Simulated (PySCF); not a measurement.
# C5H10NOSi: g tensor and hyperfine couplings

Species: C5H10NOSi (doublet state).
Cartesian coordinates in Å at the GFN2-xTB level; atoms count from 1:
```
atom  x, y, z in Å
C1     0.7524   -1.6340   -0.2511
C2     0.3633   -0.3989    0.5562
C3    -1.1371   -0.3327    0.8490
C4    -1.8663    0.1553   -0.4054
Si5   -0.6435    1.4203   -1.1403
N6     0.6944    0.8130   -0.1841
C7     1.9467    1.2978   -0.1270
O8     2.8618    0.8414    0.5144
H9     0.2139   -1.6565   -1.1963
H10    1.8197   -1.6127   -0.4575
H11    0.5256   -2.5363    0.3113
H12    0.9426   -0.3893    1.4859
H13   -1.5045   -1.3058    1.1768
H14   -1.3021    0.3819    1.6581
H15   -2.8301    0.5943   -0.1528
H16   -2.0659   -0.6771   -1.0798
H17   -0.8305    2.8374   -0.8204
H18    2.0507    2.2083   -0.7486
```

The hyperfine couplings belong to this conformer and change with its torsions.

Identity: `C[C@@H]1CC[SiH]N1C=O` [radical].

Method used: PySCF, UKS B3LYP, pcH-1 on C H N O Si, non-relativistic, mean-field spin-orbit, GIAO. Geometry: GFN2-xTB, one conformer, isolated molecule. Couplings are sensitive to structure, and on GFN2-xTB geometries they can be far from those on DFT ones, by a factor of two or more for some ions and for spin on atoms past the first row. No stability test was run, so a lower SCF solution isn't excluded.

```json
{"g1, g2, g3": "2.00214, 2.00223, 2.00431", "g_iso": "2.00289", "Form of g": "close to axial: the two nearest values differ by 4 % of g3 − g1", "⟨S²⟩": "0.7514 (exact 0.7500)", "α and β electrons": "35, 34", "Total energy": "-616.04664 Eh"}
```

Isotropic coupling and dipolar principal values T1 to T3, in MHz; ρ(0) is the spin density at the nucleus:

```csv
atom,isotope,a_iso,of which spin–orbit,T1,T2,T3,Mulliken spin population,ρ(0) (bohr⁻³)
C1,13C,0.9,0.0,-0.6,0.2,0.4,0.00,0.0008
C2,13C,5.3,0.0,-0.9,-0.7,1.7,0.00,0.0048
C3,13C,8.2,0.0,-1.6,-1.0,2.6,0.01,0.0073
C4,13C,31.4,0.0,-5.4,-4.4,9.9,0.02,0.0279
Si5,29Si,-549.2,1.0,-153.0,74.4,78.6,0.83,0.6190
N6,14N,9.0,0.0,-4.4,-4.3,8.8,0.05,0.0279
C7,13C,-2.3,0.0,-1.6,0.4,1.3,0.00,-0.0020
O8,17O,-2.1,0.0,-9.6,4.5,5.1,0.03,0.0034
H9,1H,0.8,0.0,-2.1,-1.6,3.7,0.00,0.0002
H10,1H,-0.1,0.0,-1.1,-1.0,2.1,0.00,0.0000
H11,1H,-0.7,0.0,-0.8,-0.8,1.6,0.00,-0.0002
H12,1H,8.7,0.0,-1.7,-0.8,2.5,0.01,0.0019
H13,1H,6.6,0.0,-1.6,-0.7,2.3,0.00,0.0015
H14,1H,-0.7,0.0,-1.7,-1.3,3.0,0.00,-0.0002
H15,1H,7.2,0.0,-3.7,-0.9,4.6,0.00,0.0016
H16,1H,10.1,0.0,-4.5,-3.0,7.6,0.00,0.0023
H17,1H,147.7,0.0,-7.9,0.8,7.2,0.06,0.0331
H18,1H,-0.6,0.0,-3.1,-1.4,4.5,0.00,-0.0001
```

Largest spin populations (Mulliken): Si5 (+0.83) and H17 (+0.06). Si5 is the only atom above +0.15. The angles at Si5 add up to 319.5°, so it is pyramidal.

Under fast tumbling the dipolar parts average out, and these isotropic splittings remain: 1 × 1H (H17, I = 1/2, 2 lines) with 5.27 mT, 1 × 1H (H16, I = 1/2, 2 lines) with 0.36 mT, 1 × 14N (N6, I = 1, 3 lines) with 0.32 mT, 1 × 1H (H12, I = 1/2, 2 lines) with 0.31 mT, 1 × 1H (H15, I = 1/2, 2 lines) with 0.26 mT and 1 × 1H (H13, I = 1/2, 2 lines) with 0.24 mT.

The 13C coupling of C4 (31.4 MHz) shows only in satellite lines or after enrichment, since that isotope makes up about 1.07 % of natural carbon.

The 29Si coupling of Si5 (-549.2 MHz) shows only in satellite lines or after enrichment, since that isotope makes up about 4.7 % of natural silicon.

The spin density at the nucleus, in bohr⁻³, is negative for C7 (-0.0020), for instance. A restricted open-shell determinant has no negative spin density anywhere; here it arises because α and β orbitals differ (spin polarisation).
